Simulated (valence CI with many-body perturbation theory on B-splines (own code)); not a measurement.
E1 transitions of N I

Computed by configuration interaction combined with many-body perturbation theory (CI+MBPT): five valence electrons over a frozen Dirac-Fock core [He], radial functions for each j: 10 s, 10 p, 9 d, 7 f, 4 g, 2 h, with the one-electron correlation potential Σ1 (screened to all orders), the two-electron term Σ2, the three-electron term Σ3, Breit, model QED; selected single and double excitations, second order for the rest, scaled by the run's own slope (own B-spline code, finite nucleus).

Against 40 measured levels this calculation errs by 85 cm⁻¹ on average and by 169 at most. These come from a selection out of the NIST Handbook of Basic Atomic Spectroscopic Data. Levels without a partner in it may be off by more. Among the levels kept, up to 960 cm⁻¹ of a level comes from second order outside the variational space, and about a tenth of that is noise between levels of different J, which matters for small intervals.

Lines 151 to 200 of 290 in falling wavelength, among levels below 13.565 eV, chosen from the strongest by gf and those to the six lowest levels. Wavelengths and rates use the calculated energies, so an error of 80 cm⁻¹ moves a line at 9054 Å by 0.72 % and its rate by three times that or more. Electric multipoles are in the length gauge, E1 and E2 with the static RPA response of the core. Weak lines are less certain than strong ones. Lines between different terms over intervals too small for the method are left out, as are lines whose strength nearly cancels. The highest levels of a list are the least certain.

```tsv
λ vac (Å)	λ from measured levels	Upper	Lower	A (s⁻¹)	S (a.u.) with core polarisation	S without
9054	9063	2s²2p²3d ²P_3/2	2s²2p²3p ²S°_1/2	2.62e+07	3.83e+01	3.83e+01
9034	9031	2s²2p²3d ²P_1/2	2s²2p²3p ²S°_1/2	2.61e+07	1.90e+01	1.90e+01
8731	8731	2s²2p²3p ⁴D°_1/2	2s²2p²3s ⁴P_3/2	3.58e+06	2.35e+00	2.35e+00
8727	8721	2s²2p²3p ⁴D°_5/2	2s²2p²3s ⁴P_5/2	6.21e+06	1.22e+01	1.22e+01
8714	8714	2s²2p²3p ⁴D°_3/2	2s²2p²3s ⁴P_3/2	1.23e+07	1.61e+01	1.61e+01
8702	8706	2s²2p²3p ⁴D°_1/2	2s²2p²3s ⁴P_1/2	2.06e+07	1.34e+01	1.34e+01
8694	8683	2s²2p²3p ⁴D°_7/2	2s²2p²3s ⁴P_5/2	2.41e+07	6.26e+01	6.26e+01
8688	8686	2s²2p²3p ⁴D°_5/2	2s²2p²3s ⁴P_3/2	1.80e+07	3.49e+01	3.49e+01
8685	8689	2s²2p²3p ⁴D°_3/2	2s²2p²3s ⁴P_1/2	1.10e+07	1.42e+01	1.42e+01
8640	8658	2s²2p²3p ²P°_1/2	2s²2p²3s ²P_3/2	1.06e+07	6.73e+00	6.73e+00
8615	8632	2s²2p²3p ²P°_3/2	2s²2p²3s ²P_3/2	2.63e+07	3.32e+01	3.32e+01
8579	8596	2s²2p²3p ²P°_1/2	2s²2p²3s ²P_1/2	2.06e+07	1.28e+01	1.28e+01
8555	8570	2s²2p²3p ²P°_3/2	2s²2p²3s ²P_1/2	4.79e+06	5.92e+00	5.92e+00
8252	8245	2s²2p²3p ⁴P°_3/2	2s²2p²3s ⁴P_5/2	1.25e+07	1.38e+01	1.38e+01
8229	8225	2s²2p²3p ⁴P°_1/2	2s²2p²3s ⁴P_3/2	2.49e+07	1.37e+01	1.37e+01
8228	8219	2s²2p²3p ⁴P°_5/2	2s²2p²3s ⁴P_5/2	2.16e+07	3.56e+01	3.56e+01
8217	8213	2s²2p²3p ⁴P°_3/2	2s²2p²3s ⁴P_3/2	4.96e+06	5.44e+00	5.44e+00
8203	8203	2s²2p²3p ⁴P°_1/2	2s²2p²3s ⁴P_1/2	4.43e+06	2.41e+00	2.41e+00
8193	8187	2s²2p²3p ⁴P°_5/2	2s²2p²3s ⁴P_3/2	7.76e+06	1.26e+01	1.26e+01
8191	8190	2s²2p²3p ⁴P°_3/2	2s²2p²3s ⁴P_1/2	1.19e+07	1.29e+01	1.29e+01
7477	7470	2s²2p²3p ⁴S°_3/2	2s²2p²3s ⁴P_5/2	1.86e+07	1.53e+01	1.53e+01
7449	7444	2s²2p²3p ⁴S°_3/2	2s²2p²3s ⁴P_3/2	1.13e+07	9.20e+00	9.21e+00
7427	7426	2s²2p²3p ⁴S°_3/2	2s²2p²3s ⁴P_1/2	5.34e+06	4.32e+00	4.32e+00
7396	7405	2s²2p²3p ²D°_3/2	2s²2p²3s ⁴P_1/2	2.60e+03	2.07e-03	2.07e-03
6872	6886	2s²2p²3p ²P°_3/2	2s²2p²3s ⁴P_1/2	2.09e+02	1.34e-04	1.34e-04
4260		2s²2p²4p ⁴D°_1/2	2s²2p²3s ⁴P_1/2	1.20e+05	9.14e-03	9.15e-03
4256		2s²2p²4p ⁴D°_3/2	2s²2p²3s ⁴P_1/2	9.34e+04	1.42e-02	1.42e-02
4222		2s²2p²4p ⁴P°_1/2	2s²2p²3s ⁴P_1/2	8.97e+04	6.66e-03	6.66e-03
4219		2s²2p²4p ⁴P°_3/2	2s²2p²3s ⁴P_1/2	2.94e+05	4.35e-02	4.35e-02
4184		2s²2p²4p ²D°_3/2	2s²2p²3s ⁴P_1/2	8.98e+02	1.30e-04	1.30e-04
4139		2s²2p²4p ⁴S°_3/2	2s²2p²3s ⁴P_1/2	3.74e+05	5.24e-02	5.24e-02
4104		2s²2p²4p ²P°_3/2	2s²2p²3s ⁴P_1/2	2.33e+03	3.18e-04	3.18e-04
1845	1837	2s²2p²3s ⁴P_1/2	2s²2p³ ²P°_3/2	3.86e+03	2.39e-05	2.39e-05
1844	1836	2s²2p²3s ⁴P_3/2	2s²2p³ ²P°_1/2	1.09e+03	1.35e-05	1.34e-05
1844	1836	2s²2p²3s ⁴P_3/2	2s²2p³ ²P°_3/2	4.90e+03	6.06e-05	6.04e-05
1753	1745	2s²2p²3s ²P_1/2	2s²2p³ ²P°_1/2	8.69e+07	4.62e-01	4.61e-01
1752	1745	2s²2p²3s ²P_1/2	2s²2p³ ²P°_3/2	4.25e+07	2.26e-01	2.25e-01
1750	1743	2s²2p²3s ²P_3/2	2s²2p³ ²P°_1/2	2.22e+07	2.35e-01	2.35e-01
1750	1743	2s²2p²3s ²P_3/2	2s²2p³ ²P°_3/2	1.11e+08	1.17e+00	1.17e+00
1689	1686	2s2p⁴ ⁴P_3/2	2s²2p³ ²P°_3/2	2.00e+03	1.90e-05	1.90e-05
1566	1561	2s²2p²3s ⁴P_1/2	2s²2p³ ²D°_3/2	1.52e+04	5.75e-05	5.74e-05
1565	1560	2s²2p²3s ⁴P_3/2	2s²2p³ ²D°_3/2	5.63e+03	4.26e-05	4.26e-05
1565	1560	2s²2p²3s ⁴P_3/2	2s²2p³ ²D°_5/2	2.34e+04	1.77e-04	1.76e-04
1563	1559	2s²2p²3s ⁴P_5/2	2s²2p³ ²D°_5/2	2.27e+03	2.57e-05	2.56e-05
1499	1495	2s²2p²3s ²P_1/2	2s²2p³ ²D°_3/2	3.48e+08	1.16e+00	1.15e+00
1497	1493	2s²2p²3s ²P_3/2	2s²2p³ ²D°_3/2	3.30e+07	2.18e-01	2.18e-01
1497	1493	2s²2p²3s ²P_3/2	2s²2p³ ²D°_5/2	3.14e+08	2.08e+00	2.07e+00
1452	1451	2s2p⁴ ⁴P_1/2	2s²2p³ ²D°_3/2	3.92e+03	1.18e-05	1.18e-05
1452	1451	2s2p⁴ ⁴P_3/2	2s²2p³ ²D°_5/2	8.01e+03	4.83e-05	4.82e-05
1451	1452	2s2p⁴ ⁴P_5/2	2s²2p³ ²D°_5/2	3.31e+03	3.00e-05	3.01e-05
```
